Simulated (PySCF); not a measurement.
# Computed properties of Sn(H)(Me) (CH4Sn), SMILES [CH3][SnH]

Sn(H)(Me) (CH₄Sn), SMILES [CH3][SnH] (connectivity only; charge and spin as stated), neutral, multiplicity 1. Geometry optimised at r2SCAN-D4/def2-TZVP. The def2 effective core potentials stand for the cores of Sn; spin–orbit coupling is left out. One conformer was computed; it need not be the lowest. All values are computed for the isolated molecule unless a solvent is named; none is compared with measurement here.

**Structure.** The optimised structure has Cs symmetry. All 12 harmonic modes at r2SCAN-D4/def2-TZVP (PySCF) are real, so it is a minimum.

**Vibrations.** The strongest infrared lines (harmonic, unscaled, degenerate partners summed) lie at 1692 cm⁻¹ (440 km/mol, H 99 %), 482 cm⁻¹ (46 km/mol, C 71 %, H 18 %, Sn 11 %), 786 cm⁻¹ (44 km/mol, H 83 %, C 16 %). The softest mode is at 136 cm⁻¹ and the zero-point energy is 25.0 kcal/mol.

**Electronic structure.** B3LYP/def2-TZVPD (PySCF) places the frontier levels at -6.10 and -2.90 eV, a gap of 3.20 eV, and gives a dipole moment of 0.62 D and a mean polarisability of 62.9 bohr³. PBE/def2-TZVPD (PySCF) at the same geometry gives -5.29 and -3.39 eV, so its gap is 1.30 eV narrower. An orbital gap is neither the optical nor the fundamental gap.

**Excitations.** TDA-B3LYP/def2-TZVPD (PySCF) has S1 at 2.41 eV (514 nm, f = 0.026, weak); the most intense of the 10 singlets computed lies at 5.63 eV (f = 0.24). T1 (TDA) is at 1.50 eV, 0.91 eV under S1.
